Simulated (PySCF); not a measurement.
Write a Z-matrix for `OB(O)CS` as optimised with PBE0-D3(BJ)/def2-SVP.

Z-matrix in Å and degrees, rows numbered from 1:
```
O 
B   1  1.3665
O   2  1.3624  1  124.24
C   2  1.5740  1  117.29  3   178.72
S   4  1.8308  2  107.58  1   -74.84
H   1  0.9614  2  115.55  3    -2.36
H   3  0.9618  2  115.44  1     3.44
H   4  1.1001  2  113.99  1    47.44
H   4  1.0991  2  111.18  1   170.40
H   5  1.3509  4   96.16  2    58.61
```

B2 (three-coordinate boron) is planar (angles 124.2°, 118.5° and 117.3°, sum 360.0°, 0.01 Å off the plane of its three neighbours). Of the pairs four or more bonds apart, H6···H7 is among the closest relative to their van der Waals radii: 2.33 Å, 97 % of the sum of Bondi's values.

Method used: PBE0-D3(BJ)/def2-SVP geometry optimisation, gas phase (PySCF 2.14.0).

Point group: C1 (no symmetry element, even within 0.4 Å). No PBE0-D3(BJ)/def2-SVP frequencies stand behind this structure, so it isn't proved a minimum. The numbers are those of one conformer (H–O1–B2–O3 -2°, O1–B2–O3–H 3°, O1–B2–C4–S5 -75°, B2–C4–S5–H 59°).

Hardware: an Arm Neoverse V1 with one thread (shared host). Cost: 43 s. That covers the optimisation of the geometry.
